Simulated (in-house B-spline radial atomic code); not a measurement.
**Binding energies in Bi III (Bi2+)**

NIST's tabulated ground configuration is [Xe] 4f14 5d10 6s2 6p1; each binding energy is the energy of the ion with one electron taken from that subshell, relaxed, less that of the parent. Computed with a radial B-spline atomic code at the basis-set limit: Dirac-Hartree-Fock, average of configuration, Fermi nucleus of rms radius 5.5211 fm. Energies include first-order Breit, QED and recoil terms.

```tsv
subshell	X-ray name	binding energy (eV)	-ε (eV)	relaxation (eV)
2s	L1	16420.9	16545.6	57.5
3s	M1	4034.1	4080.1	32.2
3d3/2	M4	2716.3	2755.7	34.4
3d5/2	M5	2608.2	2645.1	33.5
4s	N1	973	990.0	13.8
4d3/2	N4	495.1	508.2	12.4
4d5/2	N5	471.1	483.3	12.0
5s	O1	194.9	199.5	4.0
4f5/2	N6	188.2	200.1	12.1
4f7/2	N7	182.9	194.4	11.9
5d3/2	O4	53	55.29	2.30
5d5/2	O5	50.01	52.08	2.12
6s	P1	33.65	34.15	0.42
6p	-	23.09	23.29	0.18
```

Relaxation = -ε minus the binding energy without Breit, QED and recoil terms.

Emission lines follow as differences of binding energies, with λ = 12398.42 eV·Å / E:

| line | holes | energy (eV) | wavelength (Å) |
| --- | --- | --- | --- |
| M5-N7 | 3d5/2 → 4f7/2 | 2425.3 | 5.1121 |
| M4-N6 | 3d3/2 → 4f5/2 | 2528.1 | 4.9042 |

(1) What does it cost to remove both a 4d5/2 and a 4f5/2 electron?

(2) What does it cost to remove both a 3d5/2 and a 6p electron?

Answers

(1) 692.14 eV, which is 32.84 eV more than the two single binding energies together.

(2) 2642.3 eV, which is 11.07 eV more than the two single binding energies together.
